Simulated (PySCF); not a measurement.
A GIAO shielding run with PySCF 2.14 (density fitting, non-relativistic, gas phase) on SMILES [H]/N=C(/CN)CCS[SiH3], C$_{4}$H$_{12}$N$_{2}$SSi:

```
$ OMP_NUM_THREADS=1 python probes_run.py task.json out

{"job": {"kind": "nmr", "xc": "PBE0", "basis": "pcSseg-1"}, "charge": 0, "multiplicity": 1}
N     -1.930320    -0.228036    -0.905158
C     -1.263108    -0.170936     0.158554
C     -1.976554     0.311419     1.405505
N     -3.387161     0.585772     1.240602
C      0.195770    -0.521525     0.359313
C      0.919856    -0.883157    -0.926183
S      2.694677    -1.220267    -0.626867
Si     3.523654     0.748433    -0.782907
H     -1.435026    -0.551884    -1.731099
H     -1.488123     1.229833     1.750537
H     -1.856304    -0.438508     2.194341
H     -3.860361    -0.261462     0.942705
H     -3.507765     1.254323     0.485848
H      0.258641    -1.362033     1.056072
H      0.689863     0.328359     0.838031
H      0.848310    -0.082069    -1.662908
H      0.520519    -1.803689    -1.352855
H      2.919292     1.603582     0.235730
H      3.188351     1.249752    -2.111866
H      4.940642     0.533045    -0.570432
```

Hardware: 1 thread of an Intel Xeon Platinum 8488C, shared host. The job also computes population analyses, field gradients.

Question: How large is the calculation?

Answer: 80 electrons, 210 basis functions and 1126 auxiliary functions.

Question: How long does it take, and how much memory does it need?

Answer: 39 s of wall time, with 14 SCF cycles and 5 response iterations; peak memory 1 GiB. Times on a shared host scatter by some tens of per cent.
